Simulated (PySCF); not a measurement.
# What a mistake does to a calculation on BGeH5Si

All numbers below are calculated, not measured. The program is PySCF 2.14.0, an open-source quantum chemistry code, run on an isolated molecule that a program drew, which may never have been made. The molecule is BGeH5Si (charge 0, singlet), drawn as the SMILES string `[SiH3][BH][GeH]`.

Each row is a Hartree-Fock (HF) and frozen-core CCSD(T) single point in the cc-pV(D+d)Z basis, meant for a local HF minimum. Run 1 is clean. Each other run has one planted mistake out of seven kinds, and not every kind appears here: one electron removed, one electron added, multiplicity raised by two, geometry at a saddle point, minimal basis STO-3G, one bond length entered in bohr, all coordinates scaled. The reference is restricted for singlets and unrestricted otherwise, and also for a bond in bohr. Adding or removing an electron swaps singlet and doublet. Electrons count all cores. HOMO and LUMO are orbital energies over both spins, the gradient is its largest component, and the lowest frequency (negative if imaginary) is given only where the gradient is small. Bond lengths are over the 7 bonds as drawn. T1 is the CCSD diagnostic: over 0.02 (restricted) or 0.045 (unrestricted) a single reference is doubtful. Germanium has the cc-pVDZ-PP basis, with a core potential (ECP10MDF) in place of its 10 inner electrons, and its 3s, 3p and 3d shells are frozen in CCSD(T).

Geometry of the clean run:
```xyz
8
BGeH5Si, angstrom
Si    0.1450    0.1126   -0.9127
B     0.1425   -1.4810    0.3672
Ge   -1.0448   -3.1688    0.1612
H    -0.8901    0.0153   -1.9735
H     1.4704    0.1981   -1.5797
H    -0.0912    1.3693   -0.1579
H     0.9119   -1.4230    1.2926
H    -2.1615   -2.4491    1.0321
```

```
run,electrons,basis functions,<S^2>,HOMO (eV),LUMO (eV),gradient (hartree/bohr),lowest frequency (cm^-1),mean bond (Å),longest bond (Å),T1,HF (hartree),CCSD(T) (hartree),mistake
1,56,85,0.000,-8.65,0.43,1.2e-05,75,1.6239,2.074,0.0188,-609.83815,-610.16776,no fault
2,56,85,0.914,-8.49,0.24,8.8e-03,-,1.8127,2.806,0.0569,-609.73088,-610.04966,one bond length entered in bohr
3,56,85,0.000,-8.61,0.58,3.8e-02,-,1.5346,1.960,0.0200,-609.81861,-610.14787,all coordinates scaled
4,55,85,0.784,-16.25,-6.69,3.2e-02,-,1.6239,2.074,0.0235,-609.55738,-609.85957,?
5,56,85,2.029,-7.60,-0.25,2.4e-02,-,1.6239,2.074,0.0207,-609.80391,-610.11523,?
```

**Which mistake was planted in run 4, and what did it cost?**

It counts 55 electrons, one fewer than the clean run, at the same geometry and basis. So the mistake is: one electron removed. Subtracting run 1 and multiplying by 627.51 kcal/mol a hartree, the energy moved by 176.2 kcal/mol in HF and 193.4 kcal/mol in CCSD(T).

**Which mistake was planted in run 5, and what did it cost?**

Electrons, basis and geometry are unchanged, and <S^2> is 2.029, beside S(S+1) = 2.00 for a multiplicity of 3. So the mistake is: multiplicity raised by two. Subtracting run 1 and multiplying by 627.51 kcal/mol a hartree, the energy moved by 21.5 kcal/mol in HF and 33.0 kcal/mol in CCSD(T).

Cautions from the logs. Run 2: T1 is over the limit, so its CCSD(T) energy is less reliable.
